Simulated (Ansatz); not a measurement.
Nb3⁻, relaxed as a quintet with UKS PBE0-D4/def2-TZVPD in Ansatz, starting from the PBE0-D4/def2-TZVPD geometry of the charge -1 singlet. Force threshold 0.02 eV/Å.

In the def2 sets Nb takes a core potential; there is no spin–orbit coupling. The relaxation made no stability test and no search for a lower SCF solution. At PBE0-D4/def2-TZVPD a triplet of charge -1 lies 0.13 eV below the quintet, each at its own geometry. That triplet is doubtful there (⟨S²⟩ 2.37, where a pure state has 2.00). The structure comes from a short search, and lower isomers may exist.

Start:

```xyz
3

Nb   -0.6084    0.6604    0.9601
Nb   -0.3229   -1.2506   -0.2442
Nb    0.9312    0.5901   -0.7158
```

(1) Estimate the energy that the relaxation releases and the steps that it takes.

(2) Does the start keep its bonding and symmetry?

(3) Predict the relaxed structure.

Answers

(1) 0.12 eV, in 3 steps; 11 s on 4 threads of Arm Neoverse V1 on a shared host. No frequencies were taken in this run, so the end may be a saddle point.

(2) By distances, no bond broke or formed. The bond that changes most is Nb2–Nb3, from 2.28 to 2.34 Å (atoms count from 1). Point group D3h at the start, D3h at the end, both within 0.05 Å.

(3) 
```xyz
3

Nb   -0.6261    0.6797    0.9880
Nb   -0.3323   -1.2871   -0.2513
Nb    0.9584    0.6074   -0.7367
```
Bond lengths (bridged metal pairs left out): 3 × Nb–Nb 2.34 Å.
